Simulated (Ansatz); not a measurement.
A structure relaxed at PBE0-D4/def2-TZVP, charge 0, multiplicity 1:

| atom | x (Å) | y (Å) | z (Å) |
| --- | --- | --- | --- |
| N1 | -0.671 | 0.850 | 0.609 |
| C2 | 0.608 | 0.325 | 0.108 |
| B3 | 0.354 | -1.023 | -0.677 |
| O4 | -0.873 | -1.564 | -0.580 |
| H5 | -1.104 | 1.450 | -0.082 |
| H6 | -0.553 | 1.406 | 1.445 |
| H7 | 1.242 | 0.067 | 0.966 |
| H8 | 1.196 | 1.053 | -0.468 |
| H9 | 1.191 | -1.593 | -1.319 |
| H10 | -1.391 | -0.971 | -0.001 |

Give its formula and SMILES.

CH6BNO, `NCBO`.

Summarise the bond lengths by kind.

1 × C–N 1.470 Å; 2 × H–N 1.011 to 1.012 Å; 1 × B–C 1.581 Å; 2 × C–H 1.098 Å; 1 × B–O 1.344 Å; 1 × B–H 1.199 Å; 1 × H–O 0.977 Å.

Results of the Gaussian-basis code of Ansatz.
